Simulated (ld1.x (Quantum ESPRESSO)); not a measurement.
What one change does to a pseudopotential (P, TM semilocal)

* Element: phosphorus
* Generator: ld1.x (Quantum ESPRESSO) 7.5
* Type: norm-conserving Troullier–Martins (semilocal form)
* Functional: PBE
* Relativity: scalar-relativistic
* Frozen core: [Ne]
* Valence charge: 5
* Reference configuration: 3s1 3p4
* Partial waves: 3s (bound): rc 1.50 bohr; 3p (bound): rc 1.50 bohr; 3d channel at -0.05 Ry: rc 1.30 bohr
* Local potential: the d channel
* Core correction: none

Change: wave 3s (bound): rc 1.50 bohr becomes 3s (bound): rc 2.26 bohr.

Cutoffs: the cutoffs (Ry, on a coarse ladder) from which the occupation-weighted sum of valence levels, in a spherical-Bessel basis at the reference potential, stays within 10 and 1 mRy of its value at 400 Ry; they do not see the model core or the augmentation charge, which bear on the density cutoff. Errors are all-electron minus pseudo energies relative to the spin-unpolarised reference configuration.

Q: How do hardness, ghosts and transferability respond?

A: The potential gets softer (18 Ry and 50 Ry → 12 Ry and 45 Ry); of the 7 tests that both files solve, the error grows in 6 and shrinks in 0 by more than 15 % and 0.3 meV (median size 1.3 → 5.1 meV); neither file shows a bound ghost. A larger radius leaves more room for a smooth pseudo-wave, so fewer plane waves are needed. More of the atom is replaced by a form fitted at one configuration, so other configurations suffer. A semilocal file is local in each channel, so a ghost entry of none says nothing of the separable form that plane-wave codes build from it.

```tsv
quantity	base	changed
cutoff, loose	18 Ry	12 Ry
cutoff, tight	50 Ry	45 Ry
loose cutoff by channel (10 mRy a level)	s 18 Ry, p 8 Ry	s 10 Ry, p 8 Ry
bound ghosts	none	none
error for 3s2 3p3, meV [ΔE -8.53 eV]	+1.2	+2.0
error for 3s2 3p2, meV [ΔE 1.20 eV]	-1.4	+14
error for 3s2 3p1, meV [ΔE 20.34 eV]	+1.3	+65
error for 3s2 3p0, meV [ΔE 50.08 eV]	+27	+204
error for 3s2 3p3.3, meV [ΔE -9.84 eV]	+1.9	+1.6
error for 3s1 3p3, meV [ΔE 10.32 eV]	+1.0	+3.3
error for 3s2 3p2.5, meV [ΔE -4.76 eV]	-0.2	+5.1
```
